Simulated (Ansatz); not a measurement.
Abridged output of a molecular run in Ansatz:

```
Functional definition: HF
1183 factors; integrals over basis functions are off by at most 7.3e-4 eV
mean field evaluation 1: about -16717.7605 eV, gradient 7.9e1 eV
mean field evaluation 2: about -16717.9810 eV, gradient 8.0e1 eV
mean field evaluation 4: about -16728.7688 eV, gradient 5.6e0 eV
mean field evaluation 8: about -16728.8730 eV, gradient 7.9e-1 eV
mean field -16728.87446192 eV, -614.7747972373 hartree, gradient 2.0e-6 eV, S^2 0.000000; 0 other end points of the search recorded, 0 dependent functions left out
6 core orbitals not correlated: weight in the atoms' cores, before any rotation towards them, 1.000 or more for the frozen orbitals, at most 0.000 for the correlated occupied ones
reference -16728.87446192 eV, -614.7747972373 hartree; 28, 28 occupied and 92, 92 virtual orbitals, 1183 factors
second order -40.97873302 eV of doubles, -0.00000000 eV of singles
cycle   1  -38.38228048 eV  change     2.6e0 eV  update   2.7e-1
cycle   2  -39.85324161 eV  change    -1.5e0 eV  update   1.5e-1
cycle   3  -40.14953352 eV  change   -3.0e-1 eV  update   4.0e-2
cycle   4  -40.13967995 eV  change    9.9e-3 eV  update   1.2e-2
cycle   5  -40.11842868 eV  change    2.1e-2 eV  update   3.2e-3
cycle   6  -40.11829282 eV  change    1.4e-4 eV  update   1.3e-3
cycle   7  -40.11898801 eV  change   -7.0e-4 eV  update   5.1e-4
cycle   8  -40.11867076 eV  change    3.2e-4 eV  update   2.0e-4
cycle   9  -40.11856785 eV  change    1.0e-4 eV  update   8.3e-5
cycle  10  -40.11875768 eV  change   -1.9e-4 eV  update   4.1e-5
cycle  11  -40.11867544 eV  change    8.2e-5 eV  update   1.6e-5
cycle  12  -40.11865743 eV  change    1.8e-5 eV  update   6.1e-6
perturbative correction -1.32333752 eV, -0.0486317568 hartree
Total energy: -16770.31645687 eV, -616.2977624613 hartree
```

Its atoms:

```xyz
9

O    -0.7163    1.3264   -0.7567
W     0.0647   -0.2083   -0.1047
O     0.1798    0.4013    1.6285
F     0.0162   -0.9605   -1.8065
F     0.8467   -1.8191    0.4029
F     1.7698    0.4077   -0.5061
F    -1.5868   -0.9961    0.2104
H    -1.0505    1.7101   -1.5684
H     0.4763    0.1386    2.5007
```

Task: Which basis set was used?
A. def2-SVP
B. def2-TZVPPD
C. cc-pV(Q+d)Z
D. def2-TZVPP

Result: A. It gives 126 functions.

Task: Write the keys of the input that set method, charge and spin (a neutral closed shell needs none for the last two).

Result: 
```yaml
correlation: {method: ccsd_t}
```
